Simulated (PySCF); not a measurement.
Job for PySCF: R-MP2/6-31G* on SiH4 (SMILES [SiH4]) with ghost functions, monomers drawn apart or pushed together.

```python
from pyscf import gto, scf, dft, mp
from pyscf.data.elements import chemcore

mol = gto.M(
    atom='''
    Si    0.01753434   -0.16762224   -0.10150452
    H     1.06879216    0.87345654   -0.08739598
    H    -1.07625700    0.22539958    0.81558087
    H     0.58978556   -1.45799786    0.34195421
    H    -0.52126322   -0.30918478   -1.47336801
    ghost-Si   -0.03111075    0.30059193    5.50370941
    ghost-H   -0.83744677   -0.91587389    5.26070244
    ghost-H    1.10419041    0.33455086    4.55408501
    ghost-H    0.49031705    0.28128404    6.88938007
    ghost-H   -0.87196573    1.50223220    5.30762141
    ''',
    basis='6-31g*',
    cart=True,
    charge=0, spin=0, verbose=3, max_memory=1800)
mf = scf.RHF(mol)
mf.conv_tol = 1e-8
mf.max_cycle = 100
mf.kernel()
if not mf.converged:
    mf = mf.newton().run(mf.mo_coeff, mf.mo_occ)
pt = mp.MP2(mf, frozen=chemcore(mol)).run()
```

**Question.** Give the final energy of this run.

**Answer.** -291.3072 hartree.
